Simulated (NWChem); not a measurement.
System: WH2S2O2; SMILES [S]=[W](=[S])([OH])[OH]

Input file for NWChem:

```
start job
memory heap 200 mb stack 900 mb global 1100 mb
geometry units angstroms
  W     -0.189124     0.055422    -0.011706
  S      1.165335    -0.425796    -1.658469
  S      1.013861    -0.212293     1.793557
  O     -0.556574     1.845944    -0.138528
  H     -0.588163     2.811090    -0.199119
  O     -1.472962    -1.251677     0.012718
  H     -2.024991    -2.045934     0.037132
end
basis spherical
  * library def2-svp
end
ecp
  W library def2-ecp
end
dft
  xc pbe0
  iterations 150
end
driver
  maxiter 120
end
task dft optimize
```

NWChem printed, in part:

```
             Northwest Computational Chemistry Package (NWChem) 7.3.0
             --------------------------------------------------------

 C2V symmetry detected

                             Geometry "geometry" -> ""
                             -------------------------

 Output coordinates in angstroms (scale by  1.889725989 to convert to a.u.)

  No.       Tag          Charge          X              Y              Z
 ---- ---------------- ---------- -------------- -------------- --------------
    1 W                   74.0000     0.00000000     0.00000000    -0.21444337
    2 S                   16.0000     1.73096876     0.00000000     1.12033589
    3 S                   16.0000    -1.73096876     0.00000000     1.12033589
    4 O                    8.0000     0.00000000     1.61693368    -1.07626342
    5 H                    1.0000     0.00000000     2.53529926    -1.38086225
    6 O                    8.0000     0.00000000    -1.61693368    -1.07626342
    7 H                    1.0000     0.00000000    -2.53529926    -1.38086225

 Effective nuclear repulsion energy (a.u.)    1096.2075438454

      Symmetry information
      --------------------

 Group name             C2v
 Group number             16
 Group order               4
 No. of unique centers     4

                                Z-matrix (autoz)
                                --------

 Units are Angstrom for bonds and degrees for angles

      Type          Name      I     J     K     L     M      Value
      ----------- --------  ----- ----- ----- ----- ----- ----------
    1 Stretch                  1     2                       2.18584
    2 Stretch                  1     3                       2.18584
    3 Stretch                  1     4                       1.83227
    4 Stretch                  1     6                       1.83227
    5 Stretch                  4     5                       0.96756
    6 Stretch                  6     7                       0.96756
    7 Bend                     1     4     5               170.29193
    8 Bend                     1     6     7               170.29193
    9 Bend                     2     1     3               104.72715
   10 Bend                     2     1     4               106.69176
   11 Bend                     2     1     6               106.69176
   12 Bend                     3     1     4               106.69176
   13 Bend                     3     1     6               106.69176
   14 Bend                     4     1     6               123.88508
   15 Torsion                  2     1     4     5         -55.76501
   16 Torsion                  2     1     6     7          55.76501
   17 Torsion                  3     1     4     5          55.76501
   18 Torsion                  3     1     6     7         -55.76501
   19 Torsion                  4     1     6     7         180.00000
   20 Torsion                  5     4     1     6         180.00000

                           NWChem Geometry Optimization
                           ----------------------------

 maximum gradient threshold         (gmax) =   0.000450
 rms gradient threshold             (grms) =   0.000300
 maximum cartesian step threshold   (xmax) =   0.001800
 rms cartesian step threshold       (xrms) =   0.001200
 fixed trust radius                (trust) =   0.300000
 source of zmatrix                         =   autoz

          -------------------
          Energy Minimization
          -------------------

 Using diagonal initial Hessian
 Scaling for Hessian diagonals: bonds = 1.00  angles = 0.25  torsions = 0.10

          --------
          Step   0

                                 NWChem DFT Module
                                 -----------------

 Summary of "ao basis" -> "ao basis" (spherical)
 ------------------------------------------------------------------------------
       Tag                 Description            Shells   Functions and Types
 ---------------- ------------------------------  ------  ---------------------
 W                          def2-svp                12       32   6s3p2d1f
 S                          def2-svp                 8       18   4s3p1d
 O                          def2-svp                 6       14   3s2p1d
 H                          def2-svp                 3        5   2s1p

      Symmetry analysis of basis
      --------------------------

        a1         42
        a2         13
        b1         25
        b2         26

[...]

      ----------------------
      Optimization converged
      ----------------------

  Step       Energy      Delta E   Gmax     Grms     Xrms     Xmax
  ---- ---------------- -------- -------- -------- -------- --------
@    9   -1014.49472323 -2.1D-07  0.00001  0.00000  0.00022  0.00055
                                     ok       ok       ok       ok

                                Z-matrix (autoz)
                                --------

 Units are Angstrom for bonds and degrees for angles

      Type          Name      I     J     K     L     M      Value     Gradient
      ----------- --------  ----- ----- ----- ----- ----- ---------- ----------
    1 Stretch                  1     2                       2.13358   -0.00001
    2 Stretch                  1     3                       2.13358   -0.00001
    3 Stretch                  1     4                       1.86414    0.00001
    4 Stretch                  1     6                       1.86414    0.00001
    5 Stretch                  4     5                       0.96322   -0.00001
    6 Stretch                  6     7                       0.96322   -0.00001
    7 Bend                     1     4     5               134.30900    0.00000
    8 Bend                     1     6     7               134.30900    0.00000
    9 Bend                     2     1     3               107.08292    0.00000
   10 Bend                     2     1     4               109.88730    0.00000
   11 Bend                     2     1     6               109.88730    0.00000
   12 Bend                     3     1     4               109.88730    0.00000
   13 Bend                     3     1     6               109.88730    0.00000
   14 Bend                     4     1     6               110.15801   -0.00000
   15 Torsion                  2     1     4     5         -58.79220   -0.00000
   16 Torsion                  2     1     6     7          58.79220    0.00000
   17 Torsion                  3     1     4     5          58.79220    0.00000
   18 Torsion                  3     1     6     7         -58.79220   -0.00000
   19 Torsion                  4     1     6     7         180.00000   -0.00000
   20 Torsion                  5     4     1     6         180.00000   -0.00000

                         Geometry "geometry" -> "geometry"
                         ---------------------------------

 Output coordinates in angstroms (scale by  1.889725989 to convert to a.u.)

  No.       Tag          Charge          X              Y              Z
 ---- ---------------- ---------- -------------- -------------- --------------
    1 W                   74.0000     0.00000000     0.00000000    -0.21646479
    2 S                   16.0000     1.71601308     0.00000000     1.05139760
    3 S                   16.0000    -1.71601308     0.00000000     1.05139760
    4 O                    8.0000     0.00000000     1.52848825    -1.28358580
    5 H                    1.0000     0.00000000     2.47474569    -1.10359088
    6 O                    8.0000     0.00000000    -1.52848825    -1.28358580
    7 H                    1.0000     0.00000000    -2.47474569    -1.10359088

 Effective nuclear repulsion energy (a.u.)    1106.6198470548

      Symmetry information
      --------------------

 Group name             C2v
 Group number             16
 Group order               4
 No. of unique centers     4

                Final and change from initial internal coordinates
                --------------------------------------------------

                                Z-matrix (autoz)
                                --------

 Units are Angstrom for bonds and degrees for angles

      Type          Name      I     J     K     L     M      Value       Change
      ----------- --------  ----- ----- ----- ----- ----- ---------- ----------
    1 Stretch                  1     2                       2.13358   -0.05226
    2 Stretch                  1     3                       2.13358   -0.05226
    3 Stretch                  1     4                       1.86414    0.03187
    4 Stretch                  1     6                       1.86414    0.03187
    5 Stretch                  4     5                       0.96322   -0.00434
    6 Stretch                  6     7                       0.96322   -0.00434
    7 Bend                     1     4     5               134.30900  -35.98293
    8 Bend                     1     6     7               134.30900  -35.98293
    9 Bend                     2     1     3               107.08292    2.35576
   10 Bend                     2     1     4               109.88730    3.19554
   11 Bend                     2     1     6               109.88730    3.19554
   12 Bend                     3     1     4               109.88730    3.19554
   13 Bend                     3     1     6               109.88730    3.19554
   14 Bend                     4     1     6               110.15801  -13.72707
   15 Torsion                  2     1     4     5         -58.79220   -3.02719
   16 Torsion                  2     1     6     7          58.79220    3.02719
   17 Torsion                  3     1     4     5          58.79220    3.02719
   18 Torsion                  3     1     6     7         -58.79220   -3.02719
   19 Torsion                  4     1     6     7         180.00000    0.00000
   20 Torsion                  5     4     1     6         180.00000    0.00000

[...]
```

Level: PBE0/def2-SVP with def2 effective core potentials on W. No frequency run checked for a minimum. def2 effective core potentials on W; no spin-orbit coupling.
